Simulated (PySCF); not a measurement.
C2H6BrSb, SMILES [CH3][Sb]([CH3])[Br]. Coordinates come from a PBE0-D3(BJ)/def2-SVP optimisation. The structure was generated by enumeration; whether it is a known compound was not checked. The def2 effective core potentials stand for the cores of Sb; spin–orbit coupling is left out.

Method: PySCF 2.14.0 with PBE0-D3(BJ)/def2-SVP.

Harmonic wavenumbers (cm⁻¹): 106, 124, 135, 144, 187, 247, 521, 523, 725, 751, 766, 839, 1211, 1225, 1415, 1424, 1425, 1437, 3064, 3064, 3183, 3183, 3202, 3202. Rotational constants (GHz): 3.691, 1.216, 1.140; symmetry number 1.

### Question
Work out the zero-point energy and the ideal-gas rigid-rotor harmonic-oscillator thermochemistry at 298.15 K and 1 atm.

### Answer
ZPE = ½ Σ hcν = ½ × 32103 cm⁻¹ = 45.89 kcal/mol. H − E(el) = 51.17 kcal/mol. Entropy in cal/(mol K): translation 42.22, rotation 28.53, vibration 18.30, total 89.05. G − E(el) = 24.62 kcal/mol. Cp = 25.27 cal/(mol K). Modes under 150 cm⁻¹ make the vibrational entropy uncertain.
